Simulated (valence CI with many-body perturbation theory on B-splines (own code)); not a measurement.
**Yb⁶⁴⁺: electric-dipole lines**

Computed by configuration interaction combined with many-body perturbation theory (CI+MBPT): four valence electrons over a frozen Dirac-Fock core [He], a basis of 11 s, 11 p, 9 d, 7 f, 5 g, 2 h, 1 i functions for each j, with the one-electron correlation potential Σ1 (screened to all orders), the two-electron term Σ2, the three-electron term Σ3, Breit, model QED; selected single and double excitations, second order for the rest (own B-spline code, finite nucleus).

The last digits are not significant, and no measured levels were compared; by estimate large intervals hold to a few tenths of a per cent, small ones and those within an open d or f shell to about a per cent. Among the levels kept, up to 300 cm⁻¹ of a level comes from second order outside the variational space, and about a tenth of that is noise between levels of different J, which matters for small intervals.

Lines 151 to 200 of 251 in falling wavelength, among levels below 816.33 Ry, chosen from the strongest by gf and those to the six lowest levels. Wavelengths and rates use the calculated energies. Electric multipoles are in the length gauge, E1 and E2 with the static RPA response of the core. Weak lines are less certain than strong ones. Lines between different terms over intervals too small for the method are left out, as are lines whose strength nearly cancels. The highest levels of a list are the least certain.

Levels are named by their leading jj configuration (3d3/2^4 stands for four electrons in 3d with j = 3/2), which in mixed levels can hold well under half, so a name can repeat and another be missing. Letters in brackets count levels of one name in rising energy.

```csv
λ vac (Å),Upper,Lower,A (s⁻¹),S (a.u.)
1.432,(2s^2 2p3/2 3d5/2) J=1,(2s^2 2p3/2^2) J=2,1.02e+14,4.45e-04
1.431,(2s 2p1/2 2p3/2 3p3/2) J=2 [a],(2s^2 2p3/2^2) J=2,1.79e+13,1.29e-04
1.427,(2s 2p1/2 2p3/2 3p3/2) J=2 [b],(2s^2 2p3/2^2) J=2,3.35e+12,2.40e-05
1.425,(2s 2p1/2 2p3/2 3p3/2) J=3 [b],(2s^2 2p3/2^2) J=2,2.16e+13,2.16e-04
1.424,(2s 2p1/2^2 3p3/2) J=2,(2s^2 2p1/2 2p3/2) J=2,1.66e+12,1.18e-05
1.421,(2s 2p1/2^2 3p3/2) J=2,(2s^2 2p1/2 2p3/2) J=1,2.24e+13,1.59e-04
1.417,(2s 2p1/2 2p3/2 3p3/2) J=3 [c],(2s^2 2p3/2^2) J=2,1.12e+13,1.10e-04
1.414,(2s 2p1/2 2p3/2 3p3/2) J=2 [d],(2s^2 2p3/2^2) J=2,3.11e+12,2.17e-05
1.369,(2s 2p1/2 2p3/2 3s) J=2 [b],(2s 2p1/2^2 2p3/2) J=1,5.99e+12,3.79e-05
1.366,(2s 2p1/2 2p3/2 3s) J=2 [a],(2s 2p1/2^2 2p3/2) J=2,2.84e+13,1.79e-04
1.362,(2s 2p1/2 2p3/2 3s) J=1 [a],(2s 2p1/2^2 2p3/2) J=2,3.31e+13,1.24e-04
1.361,(2s 2p1/2 2p3/2 3s) J=0,(2s 2p1/2^2 2p3/2) J=1,4.37e+13,5.44e-05
1.361,(2s 2p1/2 2p3/2 3s) J=1 [b],(2s 2p1/2^2 2p3/2) J=1,4.22e+13,1.58e-04
1.360,(2s 2p1/2 2p3/2 3s) J=1 [c],(2s 2p1/2^2 2p3/2) J=1,3.74e+12,1.40e-05
1.360,(2s 2p1/2 2p3/2 3s) J=3,(2s 2p1/2^2 2p3/2) J=2,4.27e+13,3.71e-04
1.360,(2s 2p1/2 2p3/2 3s) J=2 [c],(2s 2p1/2^2 2p3/2) J=1,3.02e+13,1.88e-04
1.357,(2s^2 2p1/2 3s) J=1,(2s^2 2p1/2^2) J=0,4.27e+13,1.58e-04
1.356,(2s 2p1/2 2p3/2 3s) J=2 [b],(2s 2p1/2^2 2p3/2) J=2,1.64e+13,1.01e-04
1.354,(2s^2 2p3/2 3s) J=2,(2s^2 2p1/2 2p3/2) J=2,2.69e+13,1.65e-04
1.353,(2s^2 2p3/2 3s) J=1,(2s^2 2p1/2 2p3/2) J=2,4.19e+13,1.53e-04
1.351,(2s^2 2p3/2 3s) J=2,(2s^2 2p1/2 2p3/2) J=1,2.07e+13,1.26e-04
1.350,(2s^2 2p3/2 3s) J=1,(2s^2 2p1/2 2p3/2) J=1,1.05e+13,3.82e-05
1.343,(2s^2 2p3/2 3p3/2) J=1,(2s 2p1/2^2 2p3/2) J=1,5.86e+12,2.10e-05
1.339,(2s^2 2p3/2 3p3/2) J=2,(2s 2p1/2^2 2p3/2) J=1,3.59e+12,2.13e-05
1.332,(2s^2 2p3/2 3p3/2) J=3,(2s 2p1/2^2 2p3/2) J=2,4.88e+12,3.98e-05
1.327,(2s^2 2p3/2 3p3/2) J=2,(2s 2p1/2^2 2p3/2) J=2,2.63e+12,1.52e-05
1.316,(2s 2p1/2 2p3/2 3p1/2) J=1 [a],(2s^2 2p1/2 2p3/2) J=2,3.37e+13,1.14e-04
1.314,(2s 2p1/2 2p3/2 3p1/2) J=1 [a],(2s^2 2p1/2 2p3/2) J=1,1.05e+14,3.52e-04
1.312,(2s 2p1/2 2p3/2 3p1/2) J=2 [a],(2s^2 2p1/2 2p3/2) J=1,2.69e+14,1.50e-03
1.311,(2p1/2^2 2p3/2 3p1/2) J=1,(2s 2p1/2^2 2p3/2) J=1,1.24e+14,4.15e-04
1.311,(2p1/2^2 2p3/2 3p1/2) J=2,(2s 2p1/2^2 2p3/2) J=1,3.37e+14,1.88e-03
1.310,(2s 2p1/2 2p3/2 3p1/2) J=3,(2s^2 2p1/2 2p3/2) J=2,3.93e+14,3.06e-03
1.309,(2s 2p1/2^2 3p1/2) J=1,(2s^2 2p1/2^2) J=0,4.45e+14,1.48e-03
1.307,(2s 2p1/2 2p3/2 3d3/2) J=2 [a],(2s 2p1/2^2 2p3/2) J=1,2.82e+13,1.55e-04
1.307,(2s 2p1/2 2p3/2 3d3/2) J=1 [a],(2s 2p1/2^2 2p3/2) J=1,6.20e+12,2.05e-05
1.306,(2s 2p1/2 2p3/2 3p1/2) J=2 [b],(2s^2 2p1/2 2p3/2) J=2,2.10e+14,1.15e-03
1.303,(2s 2p1/2 2p3/2 3p1/2) J=2 [b],(2s^2 2p1/2 2p3/2) J=1,2.87e+13,1.57e-04
1.301,(2s 2p1/2 2p3/2 3p1/2) J=1 [b],(2s^2 2p1/2 2p3/2) J=2,1.08e+14,3.54e-04
1.301,(2s 2p1/2 2p3/2 3p1/2) J=2 [c],(2s^2 2p1/2 2p3/2) J=2,1.81e+14,9.85e-04
1.300,(2p1/2^2 2p3/2 3p1/2) J=1,(2s 2p1/2^2 2p3/2) J=2,7.58e+14,2.47e-03
1.300,(2p1/2^2 2p3/2 3p1/2) J=2,(2s 2p1/2^2 2p3/2) J=2,5.35e+14,2.90e-03
1.299,(2s 2p1/2 2p3/2 3d3/2) J=2 [b],(2s 2p1/2^2 2p3/2) J=1,6.78e+12,3.67e-05
1.299,(2s 2p1/2 2p3/2 3p1/2) J=0,(2s^2 2p1/2 2p3/2) J=1,3.98e+14,4.31e-04
1.299,(2s 2p1/2 2p3/2 3p1/2) J=1 [b],(2s^2 2p1/2 2p3/2) J=1,2.59e+14,8.41e-04
1.298,(2s 2p1/2 2p3/2 3p1/2) J=2 [c],(2s^2 2p1/2 2p3/2) J=1,7.10e+13,3.83e-04
1.296,(2s 2p1/2 2p3/2 3d3/2) J=2 [a],(2s 2p1/2^2 2p3/2) J=2,1.36e+14,7.29e-04
1.295,(2s 2p1/2 2p3/2 3d3/2) J=1 [a],(2s 2p1/2^2 2p3/2) J=2,3.13e+13,1.01e-04
1.295,(2s 2p1/2 2p3/2 3p1/2) J=1 [c],(2s^2 2p1/2 2p3/2) J=2,1.99e+14,6.41e-04
1.294,(2s 2p1/2 2p3/2 3d3/2) J=3 [a],(2s 2p1/2^2 2p3/2) J=2,3.20e+14,2.40e-03
1.294,(2s 2p1/2 2p3/2 3d3/2) J=2 [c],(2s 2p1/2^2 2p3/2) J=1,6.86e+12,3.67e-05
```
